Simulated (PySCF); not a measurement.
Computed shifts of a molecule CH6FNO2Si, PySCF with PBE0/pcSseg-1, GIAO, gas phase, atoms alike by connectivity averaged where their shifts nearly agree, in ppm (number of nuclei): ¹³C: 30.8 (1). ¹⁵N: 27.4 (1). ²⁹Si: -58.9 (1). ¹⁹F: -162.4 (1). ¹H: 2.88 (3), 1.93 (1), 1.48 (1), 0.76 (1). References: ¹³C against TMS (σ = 186.3 ppm); ¹⁵N against NH3 (σ = 267.4 ppm); ²⁹Si against TMS (σ = 352.7 ppm); ¹⁷O against H2O (σ = 334.2 ppm); ¹⁹F against CFCl3 (σ = 167.2 ppm); ¹H against TMS (σ = 31.56 ppm), references at their B3LYP-D3(BJ)/def2-TZVP geometries, non-relativistic. Geometry: PBE0-D3(BJ)/def2-SVP. The values are those of a single conformer.

**Question.** Which structure fits?
(A) CO[Si@](N)(O)F
(B) NC[Si](O)(O)F
(C) CN[Si](O)(O)F
(D) N[Si](O)(O)CF

**Answer.** C, CN[Si](O)(O)F
